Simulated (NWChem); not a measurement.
Molecule: C2H4BFO2; SMILES O=CB(O)CF

```xyz
10

O     -0.9677    -2.1420     0.3807
C      0.1429    -1.6592     0.3344
B      0.3570    -0.0827     0.1343
O      1.6078     0.3979     0.0909
C     -0.8634     0.9063    -0.0116
F     -0.3788     2.1998    -0.1709
H      1.0464    -2.3228     0.4328
H      1.5920     1.3600    -0.0336
H     -1.4966     0.6458    -0.8787
H     -1.5229     0.8714     0.8741
```
Atoms are numbered in this order, from 1.

STO-3G and 3-21G are far too small for this property and stand as cheap habits. Coordinates come from a PBE0/def2-SVP optimisation.

Question: Give the principal values of the shielding tensors (ppm) of O1, C2, B3, O4, C5 from Hartree-Fock/STO-3G, GIAO (NWChem), with their diamagnetic and paramagnetic parts as GIAO splits them.

Answer: 
```csv
atom,σ11,σ22,σ33,isotropic,diamagnetic,paramagnetic
O1,-1573.0,-507.7,516.4,-521.4,385.6,-907.0
C2,-65.1,83.1,192.9,70.3,254.7,-184.4
B3,51.3,116.2,144.1,103.9,198.4,-94.5
O4,108.1,301.4,432.9,280.8,377.0,-96.2
C5,173.2,175.9,236.3,195.1,248.7,-53.6
```
